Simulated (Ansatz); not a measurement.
`C[Si]O` + HBr → `C[Si]Br` + H₂O at 400 K and 1 bar (ligand exchange at the Si–O bond).

Program: Ansatz. Geometries: PBE0-D4/def2-TZVP. ΔE: electronic, gas phase. CCSD(T)/CBS is the MP2 limit (def2-TZVPP, def2-QZVPP) plus CCSD(T) − MP2 in def2-TZVPP, frozen cores. This one scheme is used for every species. For Br outer-core shells are correlated without core-valence functions, which leaves a few kJ/mol of doubt a bond. Scalar relativity is left out up to krypton. One conformer a species, not always the lowest.

```csv
species,CCSD(T)/CBS energy (Eh),H − E (kJ/mol),S (J/(mol·K))
`C[Si]O`,-404.71755,153.0,313.4
HBr,-2573.91920,27.6,207.2
`C[Si]Br`,-2902.25975,118.6,331.0
H₂O,-76.37941,69.8,198.6
```

H − E and S are ideal-gas, rigid-rotor, harmonic terms from PBE0-D4/def2-TZVP, for one conformer and one mirror image of each species. 1 Eh = 2625.50 kJ/mol, R = 8.31446 J/(mol·K).

Problem. By hand: ΔE, ΔH, ΔS and ΔG.

Solution. ΔE = (-2902.25975) + (-76.37941) − (-404.71755) − (-2573.91920) = -0.00241 Eh = -6.3 kJ/mol. Δ(H − E) = 118.6 + 69.8 − 153.0 − 27.6 = 7.8, so ΔH = 1.5 kJ/mol. ΔS = 331.0 + 198.6 − 313.4 − 207.2 = 9.0 J/(mol·K). ΔG = 1.5 − 400 × (9.0)/1000 = -2.1 kJ/mol.

Problem. By hand: the equilibrium constant, and the temperature at which ΔG would vanish if ΔH and ΔS stayed fixed.

Solution. log₁₀ K = −ΔG/(RT ln 10) = 0.3. ΔG = 0 at ΔH/ΔS = 167 K, though so small a ΔH makes that figure unsure.

TΔS isn't small against ΔH here. The sign of ΔG lies within the doubt. A doubt of 5 kJ/mol in ΔE shifts log₁₀ K by 0.7 here. Other conformers and mirror images would add mixing entropy, several J/(mol·K) or more a flexible species. These are equilibria of isolated gas molecules and say nothing of rates. Largest T1 diagnostic: 0.014 (customary marks: 0.02 for closed shells, 0.045 for open ones).
